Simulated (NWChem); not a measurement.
# C$_{2}$H$_{5}$BN$_{2}$; SMILES C#CB(N)N

```xyz
10

C      0.0000     0.0000    -2.3081
C      0.0000     0.0000    -1.0912
B      0.0000     0.0000     0.4619
N      0.0000     1.2421     1.1366
N      0.0000    -1.2421     1.1366
H      0.0000     0.0000    -3.3832
H      0.0000     1.3392     2.1418
H      0.0000     2.1186     0.6371
H      0.0000    -2.1186     0.6371
H      0.0000    -1.3392     2.1418
```
Atoms are numbered in this order, from 1.

All runs: NWChem. All runs use the structure optimised with PBE0/def2-SVP. Level MN15/def2-SVP: energy and gradient on several grids; changes count from the extra-fine grid, which is no exact limit either.

**Question.** Which is the coarsest grid (xcoarse; fine; coarse; xfine; medium) from which on the energy stays within 50 μHa and each gradient component within 100 μHa/bohr of xfine?

**Answer.** medium.
```json
[
 {"grid": "xcoarse", "size of the energy change (μHa)": "20000", "largest change of a gradient component (μHa/bohr)": "2000", "time, medium = 1 (rough)": "about 1"},
 {"grid": "coarse", "size of the energy change (μHa)": "600", "largest change of a gradient component (μHa/bohr)": "400", "time, medium = 1 (rough)": "about 1"},
 {"grid": "medium", "size of the energy change (μHa)": "< 10", "largest change of a gradient component (μHa/bohr)": "< 30", "time, medium = 1 (rough)": "about 1"},
 {"grid": "fine", "size of the energy change (μHa)": "< 10", "largest change of a gradient component (μHa/bohr)": "< 30", "time, medium = 1 (rough)": "about 1"},
 {"grid": "xfine", "size of the energy change (μHa)": "< 10", "largest change of a gradient component (μHa/bohr)": "< 30", "time, medium = 1 (rough)": "2"}
]
```
